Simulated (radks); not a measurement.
All-electron atom: the lithium ion Li2+ in 1s1.

All-electron calculation, non-relativistic Kohn-Sham, PBE, spin-polarised, spherical densities, point nucleus; open shells are filled with parallel spins first. Program: a radial shooting solver on a logarithmic mesh with Libxc functionals.

Energy parts (eV):
| part | energy |
|---|---|
| total | -122.105 |
| kinetic | 121.938 |
| electron-nucleus | -244.370 |
| Hartree | 25.344 |
| exchange-correlation | -25.018 |

Orbitals (lengths in bohr, moments of r in powers of bohr):
orbital,occ.,eigenvalue (eV),<1/r>
1s up,1,-103.6770,2.993

The highest occupied level is 1s up at -103.68 eV. Spin moment in Bohr magnetons: 1. The spin density at the nucleus is 8.701 e/bohr^3 (1s 8.701), a Fermi contact field of 456 T. Virial ratio -V/T = 2.00137. The density falls to 0.001 e/bohr^3 at r = 1.53 bohr.
